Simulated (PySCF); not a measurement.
Isomers of C7H15P, from PBE0-D3(BJ)/def2-SVP geometry optimisation, gas phase in PySCF 2.14.0. One conformer each, no zero-point energy, no frequencies.

Task: Which isomer lies lower at this level?
A. `[CH3:1][CH2:2]/[CH:3]=[P:4]/[CH2:5][CH2:6][CH2:7][CH3:8]` with C1–C2–C3–P4 -120°, C3–P4–C5–C6 100°, P4–C5–C6–C7 177°, C5–C6–C7–C8 180°: A = 4893, B = 510.3, C = 495.3 MHz, dipole 1.31 D
B. `[CH3:1][P:2]1[CH2:3][CH2:4][CH2:5][CH2:6][CH2:7][CH2:8]1` with C1–P2–C3–C4 -175°, P2–C3–C4–C5 60°, C3–C4–C5–C6 -70°, C4–C5–C6–C7 93°: A = 2490, B = 1414, C = 1021 MHz, dipole 1.16 D

Result: B. That is `CP1CCCCCC1`, 24.9 kcal/mol below the other.

| SMILES | mapped SMILES | E (Eh) | relative (kcal/mol) | relative (kJ/mol) | dipole (D) |
| --- | --- | --- | --- | --- | --- |
| CP1CCCCCC1 | [CH3:1][P:2]1[CH2:3][CH2:4][CH2:5][CH2:6][CH2:7][CH2:8]1 | -616.39126 | 0.0 | 0.0 | 1.16 |
| CC/C=P/CCCC | [CH3:1][CH2:2]/[CH:3]=[P:4]/[CH2:5][CH2:6][CH2:7][CH3:8] | -616.35155 | 24.9 | 104.3 | 1.31 |
